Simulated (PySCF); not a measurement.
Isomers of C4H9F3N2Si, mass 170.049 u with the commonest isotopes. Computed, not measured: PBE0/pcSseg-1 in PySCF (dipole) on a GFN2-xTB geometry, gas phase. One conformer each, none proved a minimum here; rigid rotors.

Task: Order these by rotational constant A, smallest first.
A. `[CH3:1]/[CH:2]=[N:3]/[N:4]([SiH3:5])[CH2:6][C:7]([F:8])([F:9])[F:10]` with C2–N3–N4–Si5 -3°, N3–N4–C6–C7 -90°
B. `[NH2:1][SiH2:2][NH:3][CH2:4]/[CH:5]=[CH:6]/[C:7]([F:8])([F:9])[F:10]` with H–N1–Si2–N3 -51° and 173°, N1–Si2–N3–C4 -56°, Si2–N3–C4–C5 -87°, N3–C4–C5–C6 2°
C. `[CH3:1][C@@:2]1([C:3]([F:4])([F:5])[F:6])[CH2:7][NH:8][SiH2:9][NH:10]1` with C1–C2–C7–N8 153°, C2–C7–N8–Si9 -22°, C7–N8–Si9–N10 7°, N8–Si9–N10–C2 13°

Result: A (1581 MHz), C (1827 MHz), B (2345 MHz).

Task: Order these by out-of-plane moment Σ m c² = (Ia + Ib − Ic)/2, largest first.
A. `[F:1][C:2]([F:3])([F:4])[CH2:5][N:6]1[CH2:7][CH2:8][NH:9][SiH2:10]1` with C2–C5–N6–C7 -70°, C5–N6–C7–C8 -172°, N6–C7–C8–N9 -36°, C7–C8–N9–Si10 29°, C8–N9–Si10–N6 -11°
B. `[CH3:1]/[CH:2]=[N:3]/[N:4]([SiH3:5])[CH2:6][C:7]([F:8])([F:9])[F:10]` with C2–N3–N4–Si5 -3°, N3–N4–C6–C7 -90°
C. `[NH2:1][SiH2:2][NH:3][CH2:4]/[CH:5]=[CH:6]/[C:7]([F:8])([F:9])[F:10]` with H–N1–Si2–N3 -51° and 173°, N1–Si2–N3–C4 -56°, Si2–N3–C4–C5 -87°, N3–C4–C5–C6 2°
D. `[CH3:1][C@@:2]1([C:3]([F:4])([F:5])[F:6])[CH2:7][NH:8][SiH2:9][NH:10]1` with C1–C2–C7–N8 153°, C2–C7–N8–Si9 -22°, C7–N8–Si9–N10 7°, N8–Si9–N10–C2 13°

Result: D (123.68 u·Å²), C (80.57 u·Å²), A (66.43 u·Å²), B (63.68 u·Å²).

Task: Order these by rotational constant C, largest first.
A. `[CH3:1][C@@:2]1([C:3]([F:4])([F:5])[F:6])[CH2:7][NH:8][SiH2:9][NH:10]1` with C1–C2–C7–N8 153°, C2–C7–N8–Si9 -22°, C7–N8–Si9–N10 7°, N8–Si9–N10–C2 13°
B. `[NH2:1][SiH2:2][NH:3][CH2:4]/[CH:5]=[CH:6]/[C:7]([F:8])([F:9])[F:10]` with H–N1–Si2–N3 -51° and 173°, N1–Si2–N3–C4 -56°, Si2–N3–C4–C5 -87°, N3–C4–C5–C6 2°
C. `[F:1][C:2]([F:3])([F:4])[CH2:5][N:6]1[CH2:7][CH2:8][NH:9][SiH2:10]1` with C2–C5–N6–C7 -70°, C5–N6–C7–C8 -172°, N6–C7–C8–N9 -36°, C7–C8–N9–Si10 29°, C8–N9–Si10–N6 -11°
D. `[CH3:1]/[CH:2]=[N:3]/[N:4]([SiH3:5])[CH2:6][C:7]([F:8])([F:9])[F:10]` with C2–N3–N4–Si5 -3°, N3–N4–C6–C7 -90°

Result: A (908.2 MHz), C (637.9 MHz), D (585.3 MHz), B (425.8 MHz).

```tsv
SMILES	point group	Ia (u·Å²)	Ib (u·Å²)	Ic (u·Å²)	κ	μa (D)	μb (D)	μc (D)
C[C@@]1(C(F)(F)F)CN[SiH2]N1	C1	276.59	527.21	556.44	-0.89	1.43	1.69	0.25
N[SiH2]NC/C=C/C(F)(F)F	C1	215.48	1132.59	1186.94	-0.98	3.60	1.20	0.23
FC(F)(F)CN1CCN[SiH2]1	C1	215.86	709.28	792.28	-0.91	2.37	0.53	1.36
C/C=N/N([SiH3])CC(F)(F)F	C1	319.61	671.19	863.44	-0.66	1.90	1.42	0.56
```
